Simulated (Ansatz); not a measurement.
Gas-phase electronic energies from Ansatz, PBE0-D4/def2-TZVP geometries. CCSD(T)/CBS adds triple-zeta CCSD(T) − MP2 to the extrapolated MP2 energy (def2 sets, frozen cores). DFT in def2-TZVPP. HSE06 is defined as in plane-wave codes. def2 core potentials past Kr. For Sn outer-core shells are correlated without core-valence functions, which leaves a few kJ/mol of doubt a bond. Each species was taken in one conformer, which may not be the lowest.

`C=C(N)S[SiH3]` + `B[CH2][SnH3]` → `[SiH3]B[CH2][SnH3]` + `C=C(N)S`  (formal exchange of groups at the Si–S bond)

`C=C(N)S[SiH3]`:

```xyz
12

C     0.016    2.126    0.258
C     0.359    0.842    0.155
N     0.598   -0.017    1.219
S     0.491    0.073   -1.437
Si   -0.609   -1.724   -1.037
H    -0.289    2.690   -0.610
H     0.025    2.626    1.220
H     1.395   -0.624    1.094
H     0.595    0.434    2.123
H    -0.805   -2.324   -2.382
H    -1.916   -1.412   -0.410
H     0.139   -2.690   -0.193
```

`B[CH2][SnH3]`:

Cartesian coordinates in Å:
```
B -0.804 -1.173 -0.492
C -0.246 -0.649 0.813
Sn 0.671 1.134 -0.108
H -1.882 -0.816 -0.881
H -0.138 -1.876 -1.201
H 0.601 -1.158 1.272
H -0.927 -0.228 1.552
H -0.021 2.499 0.642
H 0.402 1.215 -1.791
H 2.346 1.052 0.194
```

`[SiH3]B[CH2][SnH3]`:

Z-matrix (Å, degrees):
```
Sn
B 1 2.725
C 1 2.219 2 33.7
H 1 1.702 2 117.9 3 77.8
H 1 1.702 2 122.6 3 -68.9
H 1 1.705 2 79.3 3 -175.4
Si 2 2.017 1 108.4 3 116.9
H 2 1.202 1 103.4 3 -115.9
H 3 1.090 1 102.9 2 -121.6
H 3 1.090 1 103.0 2 121.3
H 7 1.490 2 113.4 1 78.7
H 7 1.493 2 109.0 1 -162.0
H 7 1.494 2 112.3 1 -43.5
```

`C=C(N)S`:

```xyz
9

C     0.838   -0.214    0.822
C    -0.186    0.032    0.003
N    -0.318    1.149   -0.802
S    -1.633   -0.982   -0.108
H     1.719    0.417    0.801
H     0.809   -1.019    1.541
H    -0.675    0.971   -1.728
H     0.481    1.764   -0.798
H    -1.034   -2.119    0.269
```

Task: Is it downhill or uphill in electronic energy at CCSD(T)/CBS, and by how much? (Best estimate.)

Result: Computed: Uphill: ΔE = +17.0 kcal/mol.

Task: What do these levels give: PBE-D4, BLYP-D4, HSE06-D4, BHLYP-D4, ωB97M-V, r2SCAN0, LC-ωPBE, MP2/def2-SVP, CCSD/def2-SVP, SCS-MP2/def2-QZVPP, HF/CBS(def2), MP2/CBS(def2)? (An estimate is asked.)

Result: The calculation gave: PBE-D4 15.1, BLYP-D4 16.5, HSE06-D4 16.1, BHLYP-D4 18.2, ωB97M-V 17.8, r2SCAN0 17.3, LC-ωPBE 16.3, MP2/def2-SVP 17.5, CCSD/def2-SVP 15.8, SCS-MP2/def2-QZVPP 18.8, HF/CBS(def2) 19.6, MP2/CBS(def2) 19.2 kcal/mol.

Largest T1 diagnostic among the species: 0.013.

At CCSD(T), def2-SVP lies −1.4 kcal/mol from the extrapolated value and def2-TZVPP −0.4 kcal/mol. From PBE to PBE0 (25 % exact exchange), in def2-TZVPP and without D4, ΔE moves by +1.0 kcal/mol.
